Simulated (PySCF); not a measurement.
BaCl2, SMILES [Cl][Ba][Cl].

Geometry optimised at B3LYP-D3(BJ)/def2-TZVP. The isomer is the one that the SMILES or the coordinates give; other isomers of the formula were not compared. The def2 effective core potentials stand for the cores of Ba; spin–orbit coupling is left out.

Computed with HF/def2-TZVPD run with PySCF.

Symmetry labels are those of the subgroup C2v that the program uses (full group C2v).

Q: List the valence orbital energies around the gap with their symmetry. (Estimate from the structure and the level; the computed values follow.)

A: 
```json
[
 {"orbital": "HOMO−7", "symmetry": "A1", "energy (eV)": "-24.35"},
 {"orbital": "HOMO−6", "symmetry": "B2", "energy (eV)": "-23.74"},
 {"orbital": "HOMO−5", "symmetry": "A1", "energy (eV)": "-11.51"},
 {"orbital": "HOMO−4", "symmetry": "B2", "energy (eV)": "-11.05"},
 {"orbital": "HOMO−3", "symmetry": "A2", "energy (eV)": "-10.95"},
 {"orbital": "HOMO−2", "symmetry": "A1", "energy (eV)": "-10.82"},
 {"orbital": "HOMO−1", "symmetry": "B1", "energy (eV)": "-10.81"},
 {"orbital": "HOMO", "symmetry": "B2", "energy (eV)": "-10.63"},
 {"orbital": "LUMO", "symmetry": "A1", "energy (eV)": "-0.52"},
 {"orbital": "LUMO+1", "symmetry": "B1", "energy (eV)": "0.34"},
 {"orbital": "LUMO+2", "symmetry": "A1", "energy (eV)": "0.73"},
 {"orbital": "LUMO+3", "symmetry": "B2", "energy (eV)": "0.78"}
]
```
